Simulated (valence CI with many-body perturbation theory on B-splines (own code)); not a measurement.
**E1 line list for Te IV**

Calculated by relativistic CI+MBPT: three valence electrons over a frozen Dirac-Fock core [Kr] 4d10, a basis of 11 s, 11 p, 10 d, 8 f, 5 g, 2 h functions for each j, with the one-electron correlation potential Σ1, the two-electron term Σ2, the three-electron term Σ3, Breit, model QED; selected CI, second order for the rest, scaled by the run's own slope (own B-spline code, finite nucleus).

Set against measurement, 9 paired levels are off by 319 cm⁻¹ on average, the worst by 715. These come from a selection out of Moore, Atomic Energy Levels, vol. III, NSRDS-NBS 35 (1971 reprint of NBS Circular 467, 1958), an old analysis. Levels without a partner in it may be off by more.

Lines 1 to 50 of 591 in falling wavelength, among levels below 267748 cm⁻¹, chosen from the strongest by gf and those to the six lowest levels. Wavelengths and rates use the calculated energies, so an error of 300 cm⁻¹ moves a line at 24000 Å by 7.2 % and its rate by three times that or more. Electric multipoles are in the length gauge, E1 and E2 with the static RPA response of the core. Weak lines are less certain than strong ones. Lines between different terms over intervals too small for the method are left out, as are lines whose strength nearly cancels. Where a level lies close to another of its J and parity, the split of strength between their lines is uncertain. The highest levels of a list are the least certain.

Names give the largest LS component (configuration and term), which can be under half, so a name can repeat, a term be missing and a line seem to break the LS rules; names also repeat where a configuration has a term twice. Letters in brackets count levels of one name in rising energy.

```
λ vac (Å)               Upper              Lower   A (s⁻¹)  S (a.u.) with core polarisation  S without
    24000       5s²7f ²F°_5/2      4f5s5p ⁴D_5/2  1.71e+05                         7.02e+00   7.02e+00
    24000       5s²7f ²F°_7/2      4f5s5p ⁴D_5/2  2.57e+06                         1.40e+02   1.40e+02
    23510       5s²9p ²P°_1/2       5s²9s ²S_1/2  1.02e+07                         1.31e+02   1.31e+02
    22740        5s²7g ²G_9/2      5s²7f ²F°_7/2  1.68e+07                         9.77e+02   9.77e+02
    22420        5s²7g ²G_7/2      5s²7f ²F°_7/2  6.30e+05                         2.80e+01   2.80e+01
    22420        5s²7g ²G_7/2      5s²7f ²F°_5/2  1.70e+07                         7.57e+02   7.57e+02
    21570       5s²9p ²P°_3/2       5s²9s ²S_1/2  1.28e+07                         2.55e+02   2.55e+02
    21190       5s²7f ²F°_5/2       5s²8d ²D_5/2  8.26e+05                         2.33e+01   2.33e+01
    21190       5s²7f ²F°_7/2       5s²8d ²D_5/2  1.24e+07                         4.66e+02   4.66e+02
    20810       5s²7f ²F°_5/2       5s²8d ²D_3/2  1.58e+07                         4.22e+02   4.23e+02
    20130  5s5p6s ²P°_3/2 [b]      5s5p6p ⁴P_1/2  4.49e+05                         7.23e+00   7.24e+00
    19810  5s5p5d ²F°_7/2 [b]       5s²5g ²G_9/2  1.83e+05                         5.62e+00   5.71e+00
    19780  5s5p6s ²P°_1/2 [b]       5s²8s ²S_1/2  3.91e+06                         2.99e+01   3.00e+01
    19330       5s²9p ²P°_3/2      4f5s5p ⁴D_5/2  4.45e+06                         6.34e+01   6.34e+01
    18410       5s²9p ²P°_1/2       5s²8d ²D_3/2  2.46e+07                         1.51e+02   1.51e+02
    18130       5s²6f ²F°_7/2      5s5p6p ⁴D_5/2  4.35e+05                         1.02e+01   1.02e+01
    18110  5s5p6s ²P°_3/2 [b]       5s²8s ²S_1/2  3.91e+06                         4.58e+01   4.60e+01
    17460       5s²9p ²P°_3/2       5s²8d ²D_5/2  1.88e+07                         1.98e+02   1.98e+02
    17200       5s²9p ²P°_3/2       5s²8d ²D_3/2  2.81e+06                         2.82e+01   2.82e+01
    14860  5s5p6s ²P°_1/2 [b]       5s²7d ²D_3/2  1.14e+07                         3.70e+01   3.70e+01
    14640       5s²6f ²F°_5/2  5s5p6p ⁴P_3/2 [a]  4.42e+05                         4.11e+00   4.12e+00
    14160      5s²6h ²H°_11/2      4f5s5p ⁴F_9/2  2.27e+05                         3.82e+00   3.82e+00
    14050  5s5p6s ²P°_3/2 [b]       5s²7d ²D_5/2  9.62e+06                         5.26e+01   5.25e+01
    13950        5s²6g ²G_7/2      5s²6f ²F°_5/2  3.00e+07                         3.21e+02   3.21e+02
    13900        5s²6g ²G_9/2      5s²6f ²F°_7/2  2.82e+07                         3.73e+02   3.74e+02
    13890  5s5p6s ²P°_3/2 [b]       5s²7d ²D_3/2  1.00e+06                         5.31e+00   5.30e+00
    13890        5s²6g ²G_7/2      5s²6f ²F°_7/2  1.13e+06                         1.19e+01   1.19e+01
    13460       4f5s5p ⁴G_9/2      5s²6f ²F°_7/2  4.42e+06                         5.31e+01   5.32e+01
    12050       5s²6f ²F°_7/2       5s²7d ²D_5/2  4.02e+07                         2.78e+02   2.79e+02
    12010       5s²6f ²F°_5/2       5s²7d ²D_5/2  2.70e+06                         1.38e+01   1.39e+01
    11900       5s²6f ²F°_5/2       5s²7d ²D_3/2  3.62e+07                         1.81e+02   1.81e+02
    11880       5s²8p ²P°_1/2      5s5p6p ⁴P_1/2  2.49e+06                         4.12e+00   4.13e+00
    11680       5s²8p ²P°_3/2      5s5p6p ⁴P_1/2  3.36e+06                         1.06e+01   1.06e+01
    11560       5s²7f ²F°_7/2      4f5s5p ⁴G_9/2  1.92e+06                         1.17e+01   1.17e+01
    11290        5s²8d ²D_3/2      5s²8p ²P°_3/2  5.88e+06                         1.67e+01   1.67e+01
    11260       5s²7f ²F°_5/2       5s²6g ²G_7/2  1.52e+07                         6.45e+01   6.45e+01
    11260       5s²7f ²F°_7/2       5s²6g ²G_9/2  1.32e+07                         7.44e+01   7.44e+01
    11180        5s²8d ²D_5/2      5s²8p ²P°_3/2  2.81e+07                         1.16e+02   1.16e+02
    11150       5s²8p ²P°_1/2       5s²8s ²S_1/2  2.00e+07                         2.73e+01   2.73e+01
    11110        5s²8d ²D_3/2      5s²8p ²P°_1/2  2.50e+07                         6.77e+01   6.77e+01
    10980       5s²8p ²P°_3/2       5s²8s ²S_1/2  2.46e+07                         6.43e+01   6.43e+01
    10840  5s5p6s ²P°_1/2 [a]       5s²7s ²S_1/2  4.66e+06                         5.87e+00   5.90e+00
    10670       5s²6f ²F°_5/2      5s5p6p ⁴D_3/2  3.88e+06                         1.40e+01   1.40e+01
    10530       4f5s5p ⁴D_5/2      5s²8p ²P°_3/2  9.11e+06                         3.15e+01   3.15e+01
    10100       4f5s5p ⁴D_7/2      5s²6f ²F°_5/2  7.97e+05                         3.24e+00   3.24e+00
     9963        5s²9s ²S_1/2      5s²8p ²P°_3/2  5.06e+07                         4.94e+01   4.94e+01
     9827        5s²9s ²S_1/2      5s²8p ²P°_1/2  2.14e+07                         2.00e+01   2.00e+01
     9503       5s²7f ²F°_7/2      5s5p6p ²D_5/2  1.69e+06                         5.71e+00   5.73e+00
     9451        5s²5g ²G_9/2      5s²5f ²F°_7/2  2.99e+07                         1.25e+02   1.25e+02
     9448        5s²5g ²G_7/2      5s²5f ²F°_7/2  1.07e+06                         3.57e+00   3.56e+00
```
